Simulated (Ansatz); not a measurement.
`N[SiH2][GeH2][Cl]` + HCl → `[Cl][GeH2][Cl]` + `N[SiH3]` at 400 K and 1 bar (cleavage of the Ge–Si bond).

Program: Ansatz. Geometries: PBE0-D4/def2-TZVP. ΔE: electronic, gas phase. CBS: MP2 limit from def2 TZ/QZ plus the TZ coupled-cluster correction, frozen cores. This one scheme is used for every species. For Ge outer-core shells are correlated without core-valence functions, which leaves a few kJ/mol of doubt a bond. Scalar relativity is left out up to krypton. Each species was taken in one conformer, which may not be the lowest.

| species | CCSD(T)/CBS energy (Eh) | H − E (kJ/mol) | S (J/(mol·K)) |
| --- | --- | --- | --- |
| `N[SiH2][GeH2][Cl]` | -2883.34819 | 195.0 | 411.8 |
| HCl | -460.38127 | 29.6 | 195.4 |
| `[Cl][GeH2][Cl]` | -2996.94498 | 70.8 | 321.8 |
| `N[SiH3]` | -346.80422 | 153.0 | 285.3 |

H − E and S are ideal-gas, rigid-rotor, harmonic terms from PBE0-D4/def2-TZVP, for one conformer and one mirror image of each species. 1 Eh = 2625.50 kJ/mol, R = 8.31446 J/(mol·K).

Problem. By hand: ΔE, ΔH, ΔS and ΔG.

Solution. ΔE = (-2996.94498) + (-346.80422) − (-2883.34819) − (-460.38127) = -0.01974 Eh = -51.8 kJ/mol. Δ(H − E) = 70.8 + 153.0 − 195.0 − 29.6 = -0.8, so ΔH = -52.6 kJ/mol. ΔS = 321.8 + 285.3 − 411.8 − 195.4 = -0.1 J/(mol·K). ΔG = -52.6 − 400 × (-0.1)/1000 = -52.6 kJ/mol.

Problem. By hand: the equilibrium constant, and the temperature at which ΔG would vanish if ΔH and ΔS stayed fixed.

Solution. log₁₀ K = −ΔG/(RT ln 10) = 6.9. ΔG = 0 at ΔH/ΔS = 526000 K, far beyond where these terms or the molecules hold.

The number of gas molecules stays the same, so ΔS is small and ΔH decides. A doubt of 5 kJ/mol in ΔE shifts log₁₀ K by 0.7 here. Other conformers and mirror images would add mixing entropy, several J/(mol·K) or more a flexible species. Modes under 60 cm⁻¹, often nearly free rotors, make the harmonic entropy too high. These are equilibria of isolated gas molecules and say nothing of rates. Largest T1 diagnostic: 0.011 (customary marks: 0.02 for closed shells, 0.045 for open ones).
